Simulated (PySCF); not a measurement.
N (SMILES [N]), quartet; PySCF with DF-HF/def2-TZVP.

Here is a job for PySCF.
```python
from pyscf import gto, scf

mol = gto.M(
    atom='''
N     0.00000000    0.00000000    0.00000000
''',
    basis='def2-tzvp',
    spin=3,
    verbose=4,
)

mf = scf.UHF(mol)
mf = mf.density_fit(auxbasis='def2-universal-jkfit')
mf.kernel()
```

**Question.** What does PySCF print? Leave out banner, timings and long lists.

**Answer.** 
```
PySCF version 2.14.0

[INPUT] verbose = 4
[INPUT] num. atoms = 1
[INPUT] num. electrons = 7
[INPUT] charge = 0
[INPUT] spin (= nelec alpha-beta = 2S) = 3
[INPUT] symmetry False subgroup None
[INPUT] Mole.unit = angstrom
[INPUT] Symbol           X                Y                Z      unit          X                Y                Z       unit  Magmom
[INPUT]  1 N      0.000000000000   0.000000000000   0.000000000000 AA    0.000000000000   0.000000000000   0.000000000000 Bohr   0.0

nuclear repulsion = 0
number of shells = 11
number of NR pGTOs = 46
number of NR cGTOs = 31
basis = def2-tzvp
ecp = {}

******** <class 'pyscf.df.df_jk.DFUHF'> ********
method = DFUHF
initial guess = minao
damping factor = 0
level_shift factor = 0
DIIS = <class 'pyscf.scf.diis.CDIIS'>
diis_start_cycle = 1
diis_space = 8
diis_damp = 0
SCF conv_tol = 1e-09
SCF conv_tol_grad = None
SCF max_cycles = 50
direct_scf = False
number electrons alpha = 5  beta = 2
Set gradient conv threshold to 3.16228e-05
******** <class 'pyscf.df.df.DF'> ********
auxbasis = def2-universal-jkfit
init E= -53.7932062880284

cycle= 1 E= -54.339609557689  delta_E= -0.546  |g|= 0.286  |ddm|= 0.657
cycle= 2 E= -54.3977540907485  delta_E= -0.0581  |g|= 0.0903  |ddm|= 0.295
cycle= 3 E= -54.401670469639  delta_E= -0.00392  |g|= 0.0292  |ddm|= 0.0789
cycle= 4 E= -54.4026995848275  delta_E= -0.00103  |g|= 0.00636  |ddm|= 0.0577
cycle= 5 E= -54.4027430226507  delta_E= -4.34e-05  |g|= 0.000622  |ddm|= 0.014
cycle= 6 E= -54.4027432583823  delta_E= -2.36e-07  |g|= 4.66e-05  |ddm|= 0.000971
cycle= 7 E= -54.4027432599244  delta_E= -1.54e-09  |g|= 3.13e-06  |ddm|= 9.41e-05
cycle= 8 E= -54.40274325993  delta_E= -5.57e-12  |g|= 2.54e-07  |ddm|= 6.38e-06
Extra cycle  E= -54.40274325993  delta_E= -2.13e-14  |g|= 5.24e-08  |ddm|= 3.48e-07
converged SCF energy = -54.40274325993  <S^2> = 3.7577334  2S+1 = 4.0038648
```
